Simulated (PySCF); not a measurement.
## Magnetic susceptibility: `C(S/C=C(/C#N)F)(F)(F)F`, C4HF4NS

Geometry (Å), atoms numbered from 1 in this order:
```xyz
11

N     3.7915   -0.4859   -0.3139
C     2.8229    0.0696   -0.0593
C     1.6232    0.7518    0.2532
F     1.7559    2.0320    0.6351
C     0.4206    0.1673    0.1762
S    -1.0638    1.0072    0.5630
C    -2.2018   -0.3969    0.2249
F    -2.1044   -0.8117   -1.0372
F    -1.9295   -1.4440    1.0020
F    -3.4506   -0.0249    0.4472
H     0.3415   -0.8617   -0.1324
```

The calculation used GIAO B3LYP/pcSseg-1 magnetisability, rotational g tensor and spin-rotation constants, non-relativistic, gas phase in PySCF 2.14.0. Geometry: GFN2-xTB.

Q: What are the magnetisability and the molar susceptibility?

A: Isotropic -1234 × 10⁻³⁰ J/T², or -74.3 × 10⁻⁶ cm³/mol; principal values -1307, -1222, -1173 × 10⁻³⁰ J/T², anisotropy 117 × 10⁻³⁰ J/T² (root of half the summed squared differences of the principal values). The susceptibility is in cgs units.

Q: Split it along the inertial axes a, b, c into diamagnetic and paramagnetic parts about the centre of mass, with the quadrupole moment.

A: 
| axis | χ (10⁻⁶ cm³/mol) | diamagnetic (10⁻⁶ cm³/mol) | paramagnetic (10⁻⁶ cm³/mol) | summed x² of all electrons (Å²) | quadrupole Θ (D Å) |
| --- | --- | --- | --- | --- | --- |
| a | -78.1 | -526.9 | 448.8 | 440.3 | -13.11 |
| b | -71.3 | -2010.5 | 1939.3 | 90.6 | +5.16 |
| c | -73.6 | -2252.2 | 2178.6 | 33.6 | +7.96 |

Anisotropies 2χaa − χbb − χcc = -11.3 and 2χbb − χaa − χcc = +9.1 × 10⁻⁶ cm³/mol. Θ is traceless in Buckingham's convention.

Q: And the rotational g tensor?

A: 
| axis | rotational constant (GHz) | g | nuclear part | electronic part |
| --- | --- | --- | --- | --- |
| a | 2.5126 | -0.0396 | 0.4901 | -0.5298 |
| b | 0.5526 | -0.0133 | 0.4902 | -0.5034 |
| c | 0.4914 | -0.0116 | 0.4913 | -0.5029 |

Asymmetric top; isotopes 12C, 19F, 1H, 14N, 32S; no vibrational averaging.
